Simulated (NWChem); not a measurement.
System: SnF2, singlet; SMILES [F][Sn][F]

Parts of the log:

```
             Northwest Computational Chemistry Package (NWChem) 7.3.0
             --------------------------------------------------------

 C2V symmetry detected

                             Geometry "geometry" -> ""
                             -------------------------

 Output coordinates in angstroms (scale by  1.889725989 to convert to a.u.)

  No.       Tag          Charge          X              Y              Z
 ---- ---------------- ---------- -------------- -------------- --------------
    1 Sn                  50.0000     0.00000000     0.00000000     0.34562250
    2 F                    9.0000    -1.44906500     0.00000000    -0.96006250
    3 F                    9.0000     1.44906500     0.00000000    -0.96006250

 Effective nuclear repulsion energy (a.u.)     258.9581580720

      Symmetry information
      --------------------

 Group name             C2v
 Group number             16
 Group order               4
 No. of unique centers     2

                                 NWChem DFT Module
                                 -----------------

 Summary of "ao basis" -> "ao basis" (spherical)
 ------------------------------------------------------------------------------
       Tag                 Description            Shells   Functions and Types
 ---------------- ------------------------------  ------  ---------------------
 Sn                         def2-svp                10       26   4s4p2d
 F                          def2-svp                 6       14   3s2p1d

      Symmetry analysis of basis
      --------------------------

        a1         22
        a2          6
        b1         16
        b2         10

            General Information
            -------------------
          SCF calculation type: DFT
          Wavefunction type:  closed shell.
          No. of atoms     :     3
          No. of electrons :    40
           Alpha electrons :    20
            Beta electrons :    20
          Charge           :     0
          Spin multiplicity:     1
          Use of symmetry is: on ; symmetry adaption is: on
          Maximum number of iterations: 150
          AO basis - number of functions:    54
                     number of shells:    22
          Convergence on energy requested:  1.00D-06
          Convergence on density requested:  1.00D-05
          Convergence on gradient requested:  5.00D-04

              XC Information
              --------------
                         SCAN Method XC Functional
                  SCAN metaGGA Exchange Functional  1.000
                        SCAN Correlation Potential  1.000

             Grid Information
             ----------------
          Grid used for XC integration:  fine
          Radial quadrature: Mura-Knowles
          Angular quadrature: Lebedev.
          Tag              B.-S. Rad. Rad. Pts. Rad. Cut. Ang. Pts.
          ---              ---------- --------- --------- ---------
          Sn                  1.45      141           7.0       974
          F                   0.50       70           7.0       590
          Grid pruning is: on
          Number of quadrature shells:   211
          Spatial weights used:  Erf1

      Superposition of Atomic Density Guess
      -------------------------------------

 Sum of atomic energies:        -447.68076575

      Non-variational initial energy
      ------------------------------

 Total energy =    -411.684200
 1-e energy   =    -898.071219
 2-e energy   =     364.163027
 HOMO         =      -0.353105
 LUMO         =      -0.045390

      Symmetry analysis of molecular orbitals - initial
      -------------------------------------------------

  Numbering of irreducible representations:

     1 a1          2 a2          3 b1          4 b2

  Orbital symmetries:

     1 a1          2 b1          3 a1          4 b1          5 a1
     6 b2          7 a1          8 b1          9 a1         10 a2
    11 b2         12 a1         13 b1         14 a1         15 b1
    16 b2         17 a1         18 a2         19 b1         20 a1
    21 b2         22 b1         23 a1         24 a1         25 b2
    26 b1         27 a1         28 b2         29 a2         30 a1

     ---------------------------------------------
      Total Density - Mulliken Population Analysis
     ---------------------------------------------

    Atom       Charge   Shell Charges
 -----------   ------   -------------------------------------------------------
    1 Sn  22    20.47   1.60  0.43  1.18  0.74  3.28  2.71  0.34  0.13  9.78  0.29
    2 F    9     9.76   1.99  1.16  0.81  3.57  2.23  0.00
    3 F    9     9.76   1.99  1.16  0.81  3.57  2.23  0.00

   convergence    iter        energy       DeltaE   RMS-Dens  Diis-err
 ---------------- ----- ----------------- --------- --------- ---------
 d= 0,ls=0.0,diis     1   -413.7593674819 -5.36D+02  5.11D-02  1.07D+00
 d= 0,ls=0.0,diis     2   -412.3447285604  1.41D+00  3.49D-02  1.44D+01
 d= 0,ls=0.0,diis     3   -413.9042605149 -1.56D+00  1.07D-03  1.13D-02
 d= 0,ls=0.0,diis     4   -413.9049379266 -6.77D-04  5.35D-04  1.27D-03
 d= 0,ls=0.0,diis     5   -413.9051045630 -1.67D-04  5.94D-05  1.21D-05
  Resetting Diis
 d= 0,ls=0.0,diis     6   -413.9051057332 -1.17D-06  9.01D-06  1.08D-06
 d= 0,ls=0.0,diis     7   -413.9051058395 -1.06D-07  6.67D-06  2.53D-08

         Total DFT energy =     -413.905105839484
      One electron energy =     -899.992996164336
           Coulomb energy =      402.935440952756
    Exchange-Corr. energy =      -39.071542975381
 Nuclear repulsion energy =      122.223992347477

 Numeric. integr. density =       39.999999864150

                  Occupations of the irreducible representations
                  ----------------------------------------------

                     irrep           alpha         beta
                     --------     --------     --------
                     a1                9.0          9.0
                     a2                2.0          2.0
                     b1                6.0          6.0
                     b2                3.0          3.0

                       DFT Final Molecular Orbital Analysis
                       ------------------------------------

 Vector   18  Occ=2.000000D+00  E=-3.225827D-01  Symmetry=a2
              MO Center= -1.3D-15, -1.7D-15, -9.4D-01, r^2= 2.5D+00
   Bfn.  Coefficient  Atom+Function         Bfn.  Coefficient  Atom+Function
  ----- ------------  ---------------      ----- ------------  ---------------
    31      0.465387  2 F  py                45     -0.465387  3 F  py
    34     -0.336703  2 F  py                48      0.336703  3 F  py
    17     -0.082019  1 Sn d -2              22      0.066804  1 Sn d -2

 Vector   19  Occ=2.000000D+00  E=-3.147576D-01  Symmetry=b1
              MO Center= -3.5D-14,  1.6D-15, -9.3D-01, r^2= 2.6D+00
   Bfn.  Coefficient  Atom+Function         Bfn.  Coefficient  Atom+Function
  ----- ------------  ---------------      ----- ------------  ---------------
    30      0.408340  2 F  px                44      0.408340  3 F  px
    33     -0.294457  2 F  px                47     -0.294457  3 F  px
    32     -0.235790  2 F  pz                46      0.235790  3 F  pz
    35      0.166825  2 F  pz                49     -0.166825  3 F  pz
    14     -0.081715  1 Sn px                20     -0.064111  1 Sn d  1

 Vector   20  Occ=2.000000D+00  E=-2.793112D-01  Symmetry=a1
              MO Center=  6.4D-15,  6.0D-16,  1.8D-02, r^2= 3.2D+00
   Bfn.  Coefficient  Atom+Function         Bfn.  Coefficient  Atom+Function
  ----- ------------  ---------------      ----- ------------  ---------------
     3      0.463438  1 Sn s                 32      0.337251  2 F  pz
    46      0.337251  3 F  pz                 4      0.334471  1 Sn s
    13      0.292107  1 Sn pz                35     -0.247306  2 F  pz
    49     -0.247306  3 F  pz                 2     -0.197137  1 Sn s
     1     -0.163837  1 Sn s                 30      0.109587  2 F  px

 Vector   21  Occ=0.000000D+00  E=-1.224793D-01  Symmetry=b2
              MO Center= -1.6D-15, -1.6D-15,  3.3D-01, r^2= 3.1D+00
   Bfn.  Coefficient  Atom+Function         Bfn.  Coefficient  Atom+Function
  ----- ------------  ---------------      ----- ------------  ---------------
    12      0.646787  1 Sn py                15      0.475000  1 Sn py
     9     -0.187378  1 Sn py                31      0.185987  2 F  py
    45      0.185987  3 F  py                 6     -0.173737  1 Sn py
    34     -0.155097  2 F  py                48     -0.155097  3 F  py
    23      0.062998  1 Sn d -1              18     -0.046028  1 Sn d -1

 Vector   22  Occ=0.000000D+00  E=-3.211959D-02  Symmetry=b1
              MO Center=  4.7D-16, -8.2D-16,  5.4D-01, r^2= 3.7D+00
   Bfn.  Coefficient  Atom+Function         Bfn.  Coefficient  Atom+Function
  ----- ------------  ---------------      ----- ------------  ---------------
    14      0.685215  1 Sn px                11      0.516411  1 Sn px
    29      0.199030  2 F  s                 43     -0.199030  3 F  s
    32     -0.183795  2 F  pz                46      0.183795  3 F  pz
    25     -0.164584  1 Sn d  1               8     -0.156816  1 Sn px
    35      0.152610  2 F  pz                49     -0.152610  3 F  pz

[...]

                         DFT ENERGY GRADIENTS

    atom               coordinates                        gradient
                 x          y          z           x          y          z
   1 Sn      0.000000   0.000000   0.653132    0.000000   0.000000  -0.001755
   2 F      -2.738336   0.000000  -1.814255    0.000048   0.000000   0.000877
   3 F       2.738336   0.000000  -1.814255   -0.000048   0.000000   0.000877
```

Level: SCAN/def2-SVP with def2 effective core potentials on Sn. Low-valent species are run as closed-shell singlets; no triplet was tried in these runs. Coordinates come from a PBE0/def2-SVP optimisation. def2 effective core potentials on Sn; no spin-orbit coupling.

Q: Write an input that gives this output.

A: One answer among several that fit: the input that was run:
```
start job
memory heap 200 mb stack 900 mb global 1100 mb
geometry units angstroms noautoz
  Sn     0.000000     0.000000     0.348833
  F     -1.449065     0.000000    -0.956852
  F      1.449065     0.000000    -0.956852
end
basis spherical
  * library def2-svp
end
ecp
  Sn library def2-ecp
end
dft
  xc scan
  grid fine
  iterations 150
  mulliken
end
task dft gradient
```
